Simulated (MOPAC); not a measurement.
MOPAC input (PM7):

```
PM7 1SCF CHARGE=-1 GEO-OK AUX(PRECISION=9) THREADS=1
H6N3OSi

N     1.14827100 1    1.16898700 1    0.71238200 1
Si    0.07455900 1    0.10678000 1    0.06097500 1
N    -0.74058000 1   -1.09763300 1    1.09830800 1
N     0.94354500 1   -0.80440200 1   -1.18941600 1
O    -1.34153600 1    0.64740800 1   -0.73703800 1
H     0.76285100 1    1.87469700 1    1.33250900 1
H    -1.74848800 1   -1.00208900 1    1.10196200 1
H    -0.40826600 1   -1.05551600 1    2.05246700 1
H     0.76989000 1   -1.80051000 1   -1.14671700 1
H     1.93863400 1   -0.64505600 1   -1.09345300 1
H    -1.08481000 1    1.08562400 1   -1.55302900 1
```

Output:

```
 *******************************************************************************
 **                                                                           **
 **                              MOPAC v23.2.5                                **
 **                                                                           **
 *******************************************************************************
 ** MOPAC's Digital Object Identifier: https://doi.org/10.5281/zenodo.6511958 **
 **                                                                           **
 ** Please cite the open-source release paper for use of this MOPAC version:  **
 ** J. E. Moussa and J. J. P. Stewart (2026)                                  **
 ** MOPAC: An open-source semiempirical molecular orbital program             **
 ** J. Open Source Softw., 11(119), 8025, https://doi.org/10.21105/joss.08025 **
 *******************************************************************************

                              PM7 CALCULATION RESULTS

 *******************************************************************************
 *  PM7        - The PM7 Hamiltonian to be used
 *  GEO-OK     - OVERRIDE INTERATOMIC DISTANCE AND OTHER SAFETY CHECKS
 *
 *
 *
 *                 CHARGE ON SYSTEM = -1
 *
 *
 *
 *  1SCF       - DO 1 SCF AND THEN STOP
 *  AUX        - OUTPUT AUXILIARY INFORMATION
 *******************************************************************************
PM7 1SCF CHARGE=-1 GEO-OK AUX(PRECISION=9) THREADS=1
 H6N3OSi

   ATOM   CHEMICAL          X               Y               Z
  NUMBER   SYMBOL      (ANGSTROMS)     (ANGSTROMS)     (ANGSTROMS)

     1       N          1.14827100  *   1.16898700  *   0.71238200  *
     2      Si          0.07455900  *   0.10678000  *   0.06097500  *
     3       N         -0.74058000  *  -1.09763300  *   1.09830800  *
     4       N          0.94354500  *  -0.80440200  *  -1.18941600  *
     5       O         -1.34153600  *   0.64740800  *  -0.73703800  *
     6       H          0.76285100  *   1.87469700  *   1.33250900  *
     7       H         -1.74848800  *  -1.00208900  *   1.10196200  *
     8       H         -0.40826600  *  -1.05551600  *   2.05246700  *
     9       H          0.76989000  *  -1.80051000  *  -1.14671700  *
    10       H          1.93863400  *  -0.64505600  *  -1.09345300  *
    11       H         -1.08481000  *   1.08562400  *  -1.55302900  *

          CARTESIAN COORDINATES

    NO.       ATOM           X           Y           Z

     1         N          1.1483      1.1690      0.7124
     2        Si          0.0746      0.1068      0.0610
     3         N         -0.7406     -1.0976      1.0983
     4         N          0.9435     -0.8044     -1.1894
     5         O         -1.3415      0.6474     -0.7370
     6         H          0.7629      1.8747      1.3325
     7         H         -1.7485     -1.0021      1.1020
     8         H         -0.4083     -1.0555      2.0525
     9         H          0.7699     -1.8005     -1.1467
    10         H          1.9386     -0.6451     -1.0935
    11         H         -1.0848      1.0856     -1.5530

 General Reference for PM7:
 "Optimization of Parameters for Semiempirical Methods VI: More Modifications to the
 NDDO Approximations and Re-optimization of Parameters", J. J. P. Stewart, J. Mol. Mod., 1:32, 19 (2013)
 https://link.springer.com/article/10.1007/s00894-012-1667-x

           Empirical Formula: H6 N3 O Si  =    11 atoms

      MOLECULAR POINT GROUP   :   C1

      RHF CALCULATION, NO. OF DOUBLY OCCUPIED LEVELS = 16

 -------------------------------------------------------------------------------
 PM7 1SCF CHARGE=-1 GEO-OK AUX(PRECISION=9) THREADS=1
 H6N3OSi

     1SCF WAS SPECIFIED, SO BFGS WAS NOT USED
     SCF FIELD WAS ACHIEVED

                              PM7 CALCULATION
                                                       MOPAC v23.2.5 Linux

          FINAL HEAT OF FORMATION =       -110.26233 KCAL/MOL =    -461.33759 KJ/MOL

          COSMO AREA              =        118.04 SQUARE ANGSTROMS
          COSMO VOLUME            =        106.53 CUBIC ANGSTROMS

          IONIZATION POTENTIAL    =          3.231417 EV
          HOMO LUMO ENERGIES (EV) =         -3.231  6.504
          NO. OF FILLED LEVELS    =         16
          MOLECULAR WEIGHT        =         92.1524         POINT GROUP:  C1

          MOLECULAR DIMENSIONS (Angstroms)

            Atom       Atom       Distance
            H     9    H     6     4.43326
            H     8    H    11     4.24077
            H    10    H     7     3.96077

          SCF CALCULATIONS        =          1

   ATOM   CHEMICAL          X               Y               Z
  NUMBER   SYMBOL      (ANGSTROMS)     (ANGSTROMS)     (ANGSTROMS)

     1       N          1.14827100  *   1.16898700  *   0.71238200  *
     2      Si          0.07455900  *   0.10678000  *   0.06097500  *
     3       N         -0.74058000  *  -1.09763300  *   1.09830800  *
     4       N          0.94354500  *  -0.80440200  *  -1.18941600  *
     5       O         -1.34153600  *   0.64740800  *  -0.73703800  *
     6       H          0.76285100  *   1.87469700  *   1.33250900  *
     7       H         -1.74848800  *  -1.00208900  *   1.10196200  *
     8       H         -0.40826600  *  -1.05551600  *   2.05246700  *
     9       H          0.76989000  *  -1.80051000  *  -1.14671700  *
    10       H          1.93863400  *  -0.64505600  *  -1.09345300  *
    11       H         -1.08481000  *   1.08562400  *  -1.55302900  *

                             CARTESIAN COORDINATES

   1    N        1.148271000     1.168987000     0.712382000
   2   Si        0.074559000     0.106780000     0.060975000
   3    N       -0.740580000    -1.097633000     1.098308000
   4    N        0.943545000    -0.804402000    -1.189416000
   5    O       -1.341536000     0.647408000    -0.737038000
   6    H        0.762851000     1.874697000     1.332509000
   7    H       -1.748488000    -1.002089000     1.101962000
   8    H       -0.408266000    -1.055516000     2.052467000
   9    H        0.769890000    -1.800510000    -1.146717000
  10    H        1.938634000    -0.645056000    -1.093453000
  11    H       -1.084810000     1.085624000    -1.553029000

           Empirical Formula: H6 N3 O Si  =    11 atoms

      MOLECULAR POINT GROUP   :   C1

                  EIGENVALUES
 -30.72192 -29.62881 -26.73024 -23.33364 -12.21267 -11.51055 -10.61469  -9.98975
  -8.96584  -8.60753  -7.81124  -6.46983  -5.71171  -4.75568  -4.08086  -3.23142
   6.50387   6.81048   7.75479   9.56436  10.62867  10.99188  11.89367  12.03997
  12.31681  14.03502  30.06222  30.61786  31.16930  31.84723  31.97753

              NET ATOMIC CHARGES AND DIPOLE CONTRIBUTIONS

  ATOM NO.   TYPE          CHARGE      No. of ELECS.   s-Pop       p-Pop       d-Pop
    1          N          -0.842695        5.8427     1.73303     4.10966
    2         Si           0.438120        3.5619     0.67379     2.50214     0.38595
    3          N          -0.719680        5.7197     1.61654     4.10314
    4          N          -0.671270        5.6713     1.61382     4.05745
    5          O          -0.701383        6.7014     1.77570     4.92569
    6          H           0.229374        0.7706     0.77063
    7          H           0.239558        0.7604     0.76044
    8          H           0.227472        0.7725     0.77253
    9          H           0.234523        0.7655     0.76548
   10          H           0.241832        0.7582     0.75817
   11          H           0.324150        0.6758     0.67585
 DIPOLE           X         Y         Z       TOTAL
 POINT-CHG.    -0.652    -1.548    -0.270     1.702
 HYBRID        -1.065     0.099     0.794     1.332
 SUM           -1.717    -1.449     0.524     2.307

          ATOMIC ORBITAL ELECTRON POPULATIONS

     Atom    s        px        py        pz      x^2-y^2     xz        z^2       yz        xy
    1  N   1.73303   1.34691   1.31474   1.44801
    2 Si   0.67379   0.72863   0.90375   0.86976   0.07612   0.08932   0.06667   0.06978   0.08406
    3  N   1.61654   1.20761   1.64240   1.25314
    4  N   1.61382   1.23458   1.23112   1.59176
    5  O   1.77570   1.62118   1.80435   1.50015
    6  H   0.77063
    7  H   0.76044
    8  H   0.77253
    9  H   0.76548
   10  H   0.75817
   11  H   0.67585

 **********************
 *                    *
 * JOB ENDED NORMALLY *
 *                    *
 **********************

 == MOPAC DONE ==
```

The dipole moment of an ion depends on the origin.

The geometry given is a B3LYP-D3(BJ)/def2-TZVP minimum.
